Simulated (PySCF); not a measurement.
Structure with atom numbers: `[CH2:1]=[CH:2][O:3]/[CH:4]=[CH:5]/[C:6](=[CH2:7])[SiH2:8][SiH3:9]` (H(Xn): hydrogen on atom n). Ha(C7) is cis to C5; Ha(C1) is cis to O3; Hb(C7) is trans to C5; Hb(C1) is trans to O3.

- GFN2-xTB structure
- GIAO PBE0/pcSseg-1 shieldings
- run in PySCF
- no solvent, non-relativistic, one computed conformer, rapidly exchanging positions averaged

Referencing at the same level of theory: ¹³C (σref 186.93) and ¹H (σref 31.72) and ²⁹Si (σref 349.16) vs TMS; ¹⁷O (σref 336.08) vs H2O.

```csv
atoms,nucleus,count,Hirshfeld charge,δ (ppm)
Hb(C1),¹H,1,0.05,?
H(C5),¹H,1,0.05,6.31
H(Si8),¹H,2,-0.07,4.30
H(C2),¹H,1,0.05,6.58
Hb(C7),¹H,1,0.04,?
Si9,²⁹Si,1,0.21,-119.0
C7,¹³C,1,-0.10,136.4
C4,¹³C,1,0.03,?
Si8,²⁹Si,1,0.24,-78.1
C6,¹³C,1,-0.09,?
Ha(C1),¹H,1,0.05,?
C1,¹³C,1,-0.13,97.8
O3,¹⁷O,1,-0.07,201.8
Ha(C7),¹H,1,0.05,5.99
H(C4),¹H,1,0.04,6.54
C5,¹³C,1,-0.08,?
H(Si9),¹H,3,-0.07,3.47
C2,¹³C,1,0.03,157.4
```

Problem. Fill in the missing shifts.

Solution. 
- C4: 156.7 ppm, alkene carbon bearing oxygen; an sp2 carbon further deshielded by the attached heteroatom
- C6: 142.8 ppm, fully substituted alkene carbon; an sp2 carbon of a C=C bond
- C5: 122.5 ppm, β carbon of an enol-ether or enamine type C=C
- Hb(C7): 5.71 ppm, hydrogen on a terminal =CH2 carbon; attached to an sp2 carbon and in the plane of the double bond
- Ha(C1): 4.91 ppm, hydrogen on a β carbon of an enol-ether or enamine type C=C; lone-pair donation from O or N shields it, upfield of ordinary alkene protons
- Hb(C1): 4.51 ppm, hydrogen on a β carbon of an enol-ether or enamine type C=C; lone-pair donation from O or N shields it, upfield of ordinary alkene protons

Shifts are as computed. Against solution values, carbons near 30 ppm lie about +3 ppm off and those near 130 ppm about +5 ppm. Of 1309 compounds with measured shifts, 239 miss one by over three times the rms of a fit or turn the order of signals round; such compounds aren't used in these exercises. Experimental scales use liquid or dissolved standards, which lie at an offset from isolated H2O (liquid H2O: subtract about 36 ppm).
